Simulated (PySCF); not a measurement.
## Nonlinear optical response: SMILES [O-]c1ccc(Cl)c2ccccc12, [C₁₀H₆ClO]-, charge -1

Molfile (atoms numbered from 1):
```
C10H6ClO
     RDKit          3D

 18 19  0  0  0  0  0  0  0  0999 V2000
    1.8640   -0.2335    1.4945 O   0  0  0  0  0  0  0  0  0  0  0  0
    1.6737    0.9773    1.7229 C   0  0  0  0  0  0  0  0  0  0  0  0
    2.7173    1.9493    1.8663 C   0  0  0  0  0  0  0  0  0  0  0  0
    2.4595    3.2936    2.1212 C   0  0  0  0  0  0  0  0  0  0  0  0
    1.1677    3.7852    2.2543 C   0  0  0  0  0  0  0  0  0  0  0  0
    0.9283    5.5010    2.5763 Cl  0  0  0  0  0  0  0  0  0  0  0  0
    0.0542    2.9193    2.1330 C   0  0  0  0  0  0  0  0  0  0  0  0
   -1.2985    3.3386    2.2549 C   0  0  0  0  0  0  0  0  0  0  0  0
   -2.3402    2.4434    2.1259 C   0  0  0  0  0  0  0  0  0  0  0  0
   -2.0888    1.0801    1.8679 C   0  0  0  0  0  0  0  0  0  0  0  0
   -0.7793    0.6509    1.7455 C   0  0  0  0  0  0  0  0  0  0  0  0
    0.3070    1.5325    1.8705 C   0  0  0  0  0  0  0  0  0  0  0  0
    3.7466    1.5939    1.7668 H   0  0  0  0  0  0  0  0  0  0  0  0
    3.2926    3.9967    2.2221 H   0  0  0  0  0  0  0  0  0  0  0  0
   -1.4944    4.3947    2.4548 H   0  0  0  0  0  0  0  0  0  0  0  0
   -3.3712    2.7991    2.2254 H   0  0  0  0  0  0  0  0  0  0  0  0
   -2.9200    0.3758    1.7668 H   0  0  0  0  0  0  0  0  0  0  0  0
   -0.5161   -0.3919    1.5458 H   0  0  0  0  0  0  0  0  0  0  0  0
  1  2  1  0
  2  3  2  0
  3  4  1  0
  4  5  2  0
  5  6  1  0
  5  7  1  0
  7  8  2  0
  8  9  1  0
  9 10  2  0
 10 11  1  0
 11 12  2  0
 12  2  1  0
 12  7  1  0
  3 13  1  0
  4 14  1  0
  8 15  1  0
  9 16  1  0
 10 17  1  0
 11 18  1  0
M  CHG  1   1  -1
M  END
```

Computed, not measured: quadratic response CAM-B3LYP/def2-SVPD first hyperpolarisability, Taylor convention, gas phase in PySCF. Geometry: PBE0-D3(BJ)/def2-SVP.

For a gas-phase anion, states above the detachment energy (about 2.1 eV, taken as minus the energy of the highest occupied orbital) lie in the continuum and depend on the basis.

Problem. Give β for the processes computed.

Solution. In 10⁻³⁰ esu, Taylor convention; the vector part is βᵢ = ⅓ Σⱼ (βᵢⱼⱼ + βⱼᵢⱼ + βⱼⱼᵢ):
```tsv
process	λ (nm)	β vector norm	β HRS	depolarisation ratio
static β(0;0,0)	∞	3.83	1.88	3.28
second harmonic β(−2ω;ω,ω)	1907	4.65	2.14	3.81
Pockels β(−ω;ω,0)	1907	4.07	–	–
second harmonic β(−2ω;ω,ω)	1064	8.12	3.26	6.24
Pockels β(−ω;ω,0)	1064	4.72	–	–
```

Problem. Which lowest excitations and polarisabilities go with it?

Solution. S1 3.36 eV (f = 0.108); S2 3.82 eV (f = 0.121); S3 4.18 eV (f = 0.001); isotropic α 150.0 au static, 151.1 au at 1907 nm, 153.6 au at 1064 nm, 154.5 au at 953.5 nm, 168.7 au at 532 nm.
